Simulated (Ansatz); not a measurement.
```yaml
crystal:
  periodic: [false, false, false]
  atoms:
    - {symbol: N, position_ang: [-2.586544, 1.326366, 4.491518]}
    - {symbol: Si, position_ang: [-0.387535, -0.826215, 2.317999]}
    - {symbol: C, position_ang: [1.286968, 0.849128, -1.039805]}
    - {symbol: Al, position_ang: [2.180231, -1.394316, -4.636935]}
    - {symbol: Cl, position_ang: [-1.677786, 2.152770, -3.571865]}
    - {symbol: H, position_ang: [-4.707538, 1.671050, 3.957684]}
    - {symbol: H, position_ang: [-1.764415, 3.007475, 5.674972]}
    - {symbol: H, position_ang: [2.201070, -1.787317, 4.079313]}
    - {symbol: H, position_ang: [-2.202547, -3.353454, 1.334842]}
    - {symbol: H, position_ang: [2.647388, 2.784801, -0.642319]}
    - {symbol: H, position_ang: [0.764421, -4.553577, -4.979567]}
    - {symbol: H, position_ang: [4.415691, 0.001848, -6.911038]}
basis:
  gaussian: {orbitals: "6-31G*", final_grid: {core_spheres: 5, valence_spheres: 4, degree: 11}}
magnetization: {spin_polarized: true, initial_magnetization: 0}
hamiltonian: {xc: {name: B3LYP5}}
scf: {lower_state_search: light}
```

```sh
$ ansatz run in.yaml --threads 4 --pin off --events-out ev --progress --plain --max-ram 10444MiB
```

It prints (some lines left out):

```
Functional definition: B3LYP5
1014 factors; integrals over basis functions are off by at most 4.9e-4 eV
mean field evaluation 1: about -29548.5907 eV, gradient 6.7e1 eV
mean field evaluation 2: about -28828.2162 eV, gradient 1.5e2 eV
mean field evaluation 4: about -29088.2360 eV, gradient 1.1e2 eV
mean field evaluation 8: about -29589.2966 eV, gradient 3.0e0 eV
mean field evaluation 16: about -29593.9666 eV, gradient 4.3e0 eV
mean field evaluation 32: about -29597.1853 eV, gradient 3.9e-5 eV
mean field -29597.18527778 eV, -1087.6764972656 hartree, gradient 4.7e-6 eV, S^2 6.164843; 12 other end points of the search recorded, 0 dependent functions left out
reference -29597.18574706 eV, -1087.6765145113 hartree; 32, 32 occupied and 69, 69 virtual orbitals, 1014 factors
Total energy: -29597.18574706 eV, -1087.6765145113 hartree
```

(1) What is wrong with this run?

## Answers

(1) The geometry is stretched to more than twice its size. Self-consistency was reached. The result belongs to that input, not to the molecule as meant.

B3LYP here is the variant with VWN-RPA as its local correlation; programs differ in this.
